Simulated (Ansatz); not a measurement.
A structure relaxed at r2SCAN-D4/def2-SVP in Ansatz, charge 1, singlet:

Cartesian coordinates in Å:
```
Na -1.144 -3.673 -2.680
Na 1.480 2.424 1.373
Na 2.164 -0.971 -2.081
Na -0.111 1.113 -1.117
Na -2.351 2.288 3.349
Na 1.034 -0.746 0.939
Na -2.189 -0.878 0.430
S -0.393 -1.706 -1.320
S 2.481 0.991 -0.483
S -0.971 1.158 1.588
```

(1) Give its formula and point group.

(2) Summarise the bond lengths by kind (pairs closer than 1.2 times the sum of covalent radii, bridged metal pairs left out).

Answers

(1) the cluster Na₇S₃⁺. Point group C2v (tolerance 0.1 Å).

(2) 14 × Na–S 2.51 to 2.84 Å.

Another isomer (singlet) lies 0.09 eV lower at PBE0-D4/def2-TZVP; other spin states weren't run for this one.
